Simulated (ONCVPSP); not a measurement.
## Configuration tests for selenium (Se) (ONCV)

```json
{
  "Element": "selenium (Se)",
  "Generator": "ONCVPSP 4.0.1",
  "Type": "optimised norm-conserving Vanderbilt (ONCV)",
  "Functional": "LDA (Perdew-Wang 92)",
  "Relativity": "fully relativistic",
  "Frozen core": "[Ne]",
  "Valence charge": "24",
  "Reference configuration": "3s2 3p6 3d10 4s2 4p4",
  "Partial waves": "3s+4s: rc 1.15 bohr, ncon 3, nbas 7, qcut 9.4 1/bohr, 3 projectors, debl 3 Ha; 3p+4p: rc 1.05 bohr, ncon 4, nbas 8, qcut 13.3 1/bohr, 2 projectors; 3d: rc 1.00 bohr, ncon 4, nbas 8, qcut 17.5 1/bohr, 2 projectors, debl 3 Ha",
  "Local potential": "polynomial inside 0.85 bohr (lpopt 5, dvloc0 0 Ha)",
  "Core correction": "none"
}
```

Open shells are filled in proportion to 2j + 1.

Energies are relative to the spin-unpolarised reference configuration 3s2 3p6 3d10 4s2 4p4; without spin polarisation the order of configurations can differ from experiment.

```tsv
valence configuration	charge	ΔE all-electron (eV)	error AE − PS (meV)
3s2 3p6 3d10 4s2 4p3	+1	11.008	+0.1
3s2 3p6 3d10 4s2 4p2	+2	31.567	+0.4
3s2 3p6 3d10 4s2 4p1	+3	62.726	+1.5
3s2 3p6 3d9 4s2 4p5	0	51.791	+175
```
